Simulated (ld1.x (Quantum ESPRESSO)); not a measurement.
**Configuration tests for lead (Pb) (TM semilocal)**

| Property | Result |
| --- | --- |
| Element | lead |
| Generator | ld1.x (Quantum ESPRESSO) 7.5 |
| Type | norm-conserving Troullier–Martins (semilocal form) |
| Functional | PBE |
| Relativity | scalar-relativistic |
| Frozen core | [Kr] 4d10 4f14 |
| Valence charge | 22 |
| Reference configuration | 5s2 5p6 5d10 6s2 6p1 (charge +1) |
| Partial waves | 5s (bound): rc 1.30 bohr; 5d (bound): rc 1.45 bohr; 5p (bound): rc 0.95 bohr |
| Local potential | the p channel |
| Core correction | none |

Occupied shells without a wave of their own: 6p, 6s. They enter only through the test configuration that unscreens the potential.

Energies are relative to the spin-unpolarised reference configuration 5s2 5p6 5d10 6s2 6p1; without spin polarisation the order of configurations can differ from experiment.

| valence configuration | charge | ΔE all-electron (eV) | error AE − PS (meV) |
| --- | --- | --- | --- |
| 5s2 5p6 5d10 6s2 6p0 | +2 | 13.445 | -110 |
| 5s2 5p6 5d10 6s1 6p0 | +3 | 45.854 | -5091 |
| 5s2 5p6 5d9 6s2 6p3 | 0 | 12.750 | +219 |
| 5s1 5p6 5d10 6s2 6p2 | +1 | 145.392 | -12 |
| 5s2 5p6 5d10 6s2 6p1.5 | +0.5 | -4.084 | +29 |

(1) What are ΔE and the potential's error for 5s2 5p6 5d10 6s2 6p2?

(2) What are ΔE and the potential's error for 5s2 5p6 5d10 6s1 6p2?

Levels in the configuration 5s2 5p6 5d10 6s2 6p0:

| level | all-electron (eV) | pseudo (eV) |
| --- | --- | --- |
| 5s | -160.933 | -161.037 |
| 5p | -102.612 | -102.726 |
| 5d | -37.846 | -37.965 |
| 6s | -27.442 | -31.785 |

The potential misses its own reference levels by up to 4.0 eV, so it is not fit for use.

## Answers

(1) ΔE = -6.575 eV all-electron; the error (AE − PS) is +45 meV.

(2) ΔE = 9.527 eV all-electron; the error (AE − PS) is -4103 meV.

These tests converged, but a pseudo level misses the all-electron one widely, so the file describes the atom poorly there or has found another state: 5s2 5p6 5d10 6s2 6p2: 6s by 3.7 eV; 5s2 5p6 5d10 6s2 6p0: 6s by 4.3 eV; 5s2 5p6 5d10 6s1 6p0: 6s by 5.6 eV; 5s2 5p6 5d9 6s2 6p3: 6s by 4.3 eV; 5s1 5p6 5d10 6s2 6p2: 6s by 5.0 eV; 5s2 5p6 5d10 6s2 6p1.5: 6s by 3.8 eV; 5s2 5p6 5d10 6s1 6p2: 6s by 4.7 eV. The 6p, 6s levels have no wave, so the channel is fitted at the deeper level alone: the likely source of the large errors.
